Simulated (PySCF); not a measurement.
# C₆ coefficients of unlike pairs at UHF

Calculated with PySCF 2.14 from the dipole response of each species, C₆(A,B) = (3/π) ∫ α_A(iu) α_B(iu) du, in atomic units, from isotropic polarisabilities. For ions this is the dispersion term alone; charge-induced terms of lower order in 1/R come first.

```json
{"species": "Cu⁻", "configuration": "[Ar] 3d10 4s2 (1S)", "basis": "aug-cc-pVTZ-PP with one added diffuse shell each of s, p, d, f, g type with ECP10MDF (7s7p6d4f3g)", "relativity": "core potential", "α (bohr³)": "495.2", "C₆ (like pair)": "9541"}
{"species": "B²⁺", "configuration": "[He] 2s1 (2S)", "basis": "aug-cc-pwCVQZ (9s8p6d4f2g)", "relativity": "none", "α (bohr³)": "7.944", "C₆ (like pair)": "11.17"}
{"species": "F⁻", "configuration": "[Ne] (1S)", "basis": "aug-cc-pVTZ with one added diffuse shell each of s, p, d, f type (6s5p4d3f)", "relativity": "none", "α (bohr³)": "10.30", "C₆ (like pair)": "39.74"}
{"species": "Te⁺", "configuration": "[Kr] 4d10 5s2 5p3 (4S)", "basis": "aug-cc-pVQZ-PP with one added diffuse shell each of s, p, d, f, g type with ECP28MDF (8s8p6d4f3g)", "relativity": "core potential", "α (bohr³)": "22.36", "C₆ (like pair)": "187.4"}
```

**Question.** Estimate C₆ for F⁻ with B²⁺.

**Answer.** The integral gives 19.53. The combination rule 2 C_A C_B / (C_A α_B/α_A + C_B α_A/α_B) gives 19.67 and the geometric mean 21.07.

No spin-orbit coupling is included.

The other pairs:

```tsv
pair	C₆
Te⁺, B²⁺	43.00
Te⁺, F⁻	86.07
F⁻, Cu⁻	391.8
Te⁺, Cu⁻	859.9
B²⁺, Cu⁻	265.4
```
